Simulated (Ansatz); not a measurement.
Coupled-cluster diagnostics for TiS₃⁻ (the lowest doublet isomer of a short search), Ansatz.

Geometry of the doublet (PBE0-D4/def2-SVPD):

Cartesian coordinates in Å:
```
Ti -0.0332 0.0418 -0.0006
S -1.2092 -0.9571 1.5195
S 1.6412 1.2889 0.5758
S -0.3989 -0.3736 -2.0947
```

Correlated methods freeze 20 core orbitals; core or outer-core shells of Ti are correlated, in sets that lack core-valence functions. In CCSD on the charge -1 doublet the largest single amplitude is 0.20, so its Hartree–Fock determinant may place the open shell otherwise than the density functionals do. The structure comes from a short search, and lower isomers may exist.

Geometry of the charge -1 quartet (PBE0-D4/def2-SVPD):

```xyz
4

Ti    0.0577   -0.0340    0.1261
S     0.9516   -0.6590    2.3002
S    -0.5664    1.8813   -0.7514
S    -0.4429   -1.1883   -1.6749
```

Problem. Estimate the CCSD(T) correlation energy, the shares of MP2 and (T), T1 and the reference's ⟨S²⟩ for: charge -1, doublet, own geometry in def2-SVPD; charge -1, quartet, own geometry in def2-SVPD; and the rough time on 4 threads of AMD EPYC 7R43 on a shared host.

Solution. 
```tsv
state	basis	correlation (eV)	MP2 share (%)	(T) share (%)	T1	⟨S²⟩ (pure)	wall time	remarks
charge -1, doublet, own geometry	def2-SVPD	-21.727	86.4	7.2	0.070	1.30 (0.75)	40 s	large T1 (0.070), spin-contaminated (⟨S²⟩ 1.30)
charge -1, quartet, own geometry	def2-SVPD	-19.644	87.1	5.5	0.039	3.87 (3.75)	36 s	spin-contaminated (⟨S²⟩ 3.87)
```
Customary marks for T1 are 0.02 (closed shells), 0.045 (open shells) and about 0.05 (3d metals). T1 exceeds 0.02 in 2 of 2 rows and 0.045 in 1; the higher it lies, the less the single-reference result can be trusted.
